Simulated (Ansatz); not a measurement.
Ansatz (an electronic-structure program) input (B3LYP-D3(BJ)/def2-TZVP):

Ansatz 0.2 input:
```yaml
crystal:
  periodic: [false, false, false]
  atoms:
    - {symbol: Si, position_ang: [0.01709701, -0.41024952, 0.39741813]}
    - {symbol: F, position_ang: [-0.08506780, -1.25595321, -0.96255834]}
    - {symbol: Br, position_ang: [-1.79347874, 0.87378302, 0.35966071]}
    - {symbol: Br, position_ang: [1.88470842, 0.76355487, 0.15173567]}
basis:
  gaussian:
    orbitals: def2-TZVP
hamiltonian:
  xc: b3lyp
  dispersion: d3bj
magnetization: {spin_polarized: true, initial_magnetization: 1}
relax: {f_tol: 0.002, max_steps: 150}
```

Output:

```
Functional definition: B3LYP
integrals: 0.15 GiB planned
1147 factors; integrals over basis functions are off by at most 3.7e-4 eV
mean field: 1.97 GiB planned
mean field evaluation 1: about -150691.5960 eV, gradient 2.6e1 eV
mean field evaluation 2: about -150686.4565 eV, gradient 5.0e1 eV
mean field evaluation 4: about -150693.5410 eV, gradient 1.4e0 eV
mean field evaluation 8: about -150693.6409 eV, gradient 7.5e-2 eV
mean field evaluation 16: about -150693.6409 eV, gradient 6.7e-5 eV
mean field -150693.64094602 eV, -5537.8891609478 hartree, gradient 1.2e-5 eV, S^2 0.752525; 0 other end points of the search recorded, 0 dependent functions left out
the calculation of the forces begins
reference -150693.64117258 eV, -5537.8891692737 hartree; 47, 46 occupied and 117, 118 virtual orbitals, 1147 factors
relax step   1: F+E_penalty+E_count = -150693.90782852 eV  Δ(F+E_penalty+E_count) = +0.000e0 eV  max|allowed force component| = 5.818e-1 eV/Å  Δτ_max = 0.0000 Å  (30 SCF iters, accepted)
these checks for a lower state are left out or cut short: starts, cluster_reference, orbital_swaps, neighbouring_geometries, increment
integrals: 0.15 GiB planned
1147 factors; integrals over basis functions are off by at most 3.6e-4 eV
mean field: 1.96 GiB planned
mean field -150693.65396523 eV, -5537.8896393949 hartree, gradient 2.3e-5 eV, S^2 0.752537; 0 other end points of the search recorded, 0 dependent functions left out
the calculation of the forces begins
reference -150693.65419263 eV, -5537.8896477516 hartree; 47, 46 occupied and 117, 118 virtual orbitals, 1147 factors
relax step   2: F+E_penalty+E_count = -150693.91579862 eV  Δ(F+E_penalty+E_count) = -7.970e-3 eV  max|allowed force component| = 5.234e-1 eV/Å  Δτ_max = 0.1053 Å  (33 SCF iters, accepted)
these checks for a lower state are left out or cut short: starts, cluster_reference, orbital_swaps, neighbouring_geometries, increment
integrals: 0.15 GiB planned
1147 factors; integrals over basis functions are off by at most 3.6e-4 eV
mean field: 1.97 GiB planned
mean field evaluation 32: about -150693.6243 eV, gradient 2.1e-5 eV
mean field -150693.62426179 eV, -5537.8885478136 hartree, gradient 2.1e-5 eV, S^2 0.752784; 0 other end points of the search recorded, 0 dependent functions left out
the calculation of the forces begins
reference -150693.62448878 eV, -5537.8885561553 hartree; 47, 46 occupied and 117, 118 virtual orbitals, 1147 factors
relax step   3: F+E_penalty+E_count = -150693.88989747 eV  Δ(F+E_penalty+E_count) = +2.590e-2 eV  max|allowed force component| = 1.406e0 eV/Å  Δτ_max = 0.1070 Å  (33 SCF iters, rejected (line search))
these checks for a lower state are left out or cut short: starts, cluster_reference, orbital_swaps, neighbouring_geometries, increment
integrals: 0.15 GiB planned
1147 factors; integrals over basis functions are off by at most 3.7e-4 eV
mean field: 1.97 GiB planned
mean field -150693.67506491 eV, -5537.8904147938 hartree, gradient 2.0e-5 eV, S^2 0.752556; 0 other end points of the search recorded, 0 dependent functions left out
the calculation of the forces begins
reference -150693.67529150 eV, -5537.8904231208 hartree; 47, 46 occupied and 117, 118 virtual orbitals, 1147 factors
relax step   4: F+E_penalty+E_count = -150693.93923484 eV  Δ(F+E_penalty+E_count) = -2.344e-2 eV  max|allowed force component| = 7.617e-2 eV/Å  Δτ_max = 0.0481 Å  (34 SCF iters, accepted)
these checks for a lower state are left out or cut short: starts, cluster_reference, orbital_swaps, neighbouring_geometries, increment
integrals: 0.15 GiB planned
1147 factors; integrals over basis functions are off by at most 3.6e-4 eV
mean field: 1.97 GiB planned
mean field -150693.67467181 eV, -5537.8904003478 hartree, gradient 1.6e-5 eV, S^2 0.752497; 0 other end points of the search recorded, 0 dependent functions left out
the calculation of the forces begins
reference -150693.67489829 eV, -5537.8904086707 hartree; 47, 46 occupied and 117, 118 virtual orbitals, 1147 factors
relax step   5: F+E_penalty+E_count = -150693.93959034 eV  Δ(F+E_penalty+E_count) = -3.555e-4 eV  max|allowed force component| = 1.108e-1 eV/Å  Δτ_max = 0.0078 Å  (29 SCF iters, accepted)
these checks for a lower state are left out or cut short: starts, cluster_reference, orbital_swaps, neighbouring_geometries, increment
integrals: 0.15 GiB planned
1147 factors; integrals over basis functions are off by at most 3.7e-4 eV
mean field: 1.97 GiB planned
mean field -150693.67479270 eV, -5537.8904047904 hartree, gradient 2.2e-5 eV, S^2 0.752508; 0 other end points of the search recorded, 0 dependent functions left out
the calculation of the forces begins
reference -150693.67501894 eV, -5537.8904131044 hartree; 47, 46 occupied and 117, 118 virtual orbitals, 1147 factors
relax step   6: F+E_penalty+E_count = -150693.93997015 eV  Δ(F+E_penalty+E_count) = -3.798e-4 eV  max|allowed force component| = 1.731e-2 eV/Å  Δτ_max = 0.0072 Å  (36 SCF iters, accepted)
these checks for a lower state are left out or cut short: starts, cluster_reference, orbital_swaps, neighbouring_geometries, increment
integrals: 0.15 GiB planned
1147 factors; integrals over basis functions are off by at most 3.7e-4 eV
mean field: 1.97 GiB planned
mean field -150693.67496808 eV, -5537.8904112354 hartree, gradient 1.6e-5 eV, S^2 0.752514; 0 other end points of the search recorded, 0 dependent functions left out
the calculation of the forces begins
reference -150693.67519437 eV, -5537.8904195513 hartree; 47, 46 occupied and 117, 118 virtual orbitals, 1147 factors
relax step   7: F+E_penalty+E_count = -150693.93999531 eV  Δ(F+E_penalty+E_count) = -2.516e-5 eV  max|allowed force component| = 8.137e-3 eV/Å  Δτ_max = 0.0019 Å  (26 SCF iters, accepted)
these checks for a lower state are left out or cut short: starts, cluster_reference, orbital_swaps, neighbouring_geometries, increment
integrals: 0.15 GiB planned
1147 factors; integrals over basis functions are off by at most 3.7e-4 eV
mean field: 1.97 GiB planned
mean field -150693.67496589 eV, -5537.8904111550 hartree, gradient 8.0e-5 eV, S^2 0.752515; 0 other end points of the search recorded, 0 dependent functions left out
the calculation of the forces begins
reference -150693.67519218 eV, -5537.8904194709 hartree; 47, 46 occupied and 117, 118 virtual orbitals, 1147 factors
relax step   8: F+E_penalty+E_count = -150693.93999585 eV  Δ(F+E_penalty+E_count) = -5.403e-7 eV  max|allowed force component| = 8.193e-3 eV/Å  Δτ_max = 0.0009 Å  (23 SCF iters, accepted)
these checks for a lower state are left out or cut short: starts, cluster_reference, orbital_swaps, neighbouring_geometries, increment
integrals: 0.15 GiB planned
1147 factors; integrals over basis functions are off by at most 3.7e-4 eV
mean field: 1.97 GiB planned
mean field evaluation 64: about -150693.6750 eV, gradient 3.7e-2 eV
mean field -150693.67499330 eV, -5537.8904121622 hartree, gradient 5.5e-5 eV, S^2 0.752514; 0 other end points of the search recorded, 0 dependent functions left out
the calculation of the forces begins
reference -150693.67521960 eV, -5537.8904204785 hartree; 47, 46 occupied and 117, 118 virtual orbitals, 1147 factors
relax step   9: F+E_penalty+E_count = -150693.93999766 eV  Δ(F+E_penalty+E_count) = -1.815e-6 eV  max|allowed force component| = 1.640e-3 eV/Å  Δτ_max = 0.0006 Å  (23 SCF iters, accepted)
integrals: 0.15 GiB planned
1147 factors; integrals over basis functions are off by at most 3.7e-4 eV
mean field: 1.97 GiB planned
mean field -150693.67499330 eV, -5537.8904121622 hartree, gradient 5.5e-5 eV, S^2 0.752514; 1 other end points of the search recorded, 0 dependent functions left out
the calculation of the forces begins
reference -150693.67521960 eV, -5537.8904204785 hartree; 47, 46 occupied and 117, 118 virtual orbitals, 1147 factors
Total energy: -150693.94022396 eV, -5537.9001592092 hartree
Atom 0 at     0.013817    -0.404962     0.338694 Å, force     0.000072    -0.000666     0.001640 eV/Å
Atom 1 at    -0.087321    -1.321330    -0.965966 Å, force    -0.000071    -0.000280    -0.001099 eV/Å
Atom 2 at    -1.792586     0.903780     0.390799 Å, force     0.000269     0.000465    -0.000286 eV/Å
Atom 3 at     1.889349     0.793647     0.182729 Å, force    -0.000271     0.000482    -0.000255 eV/Å
Dipole moment:     0.009054    -0.021687     0.171700 e Å
```

It need not be the lowest isomer of its formula.
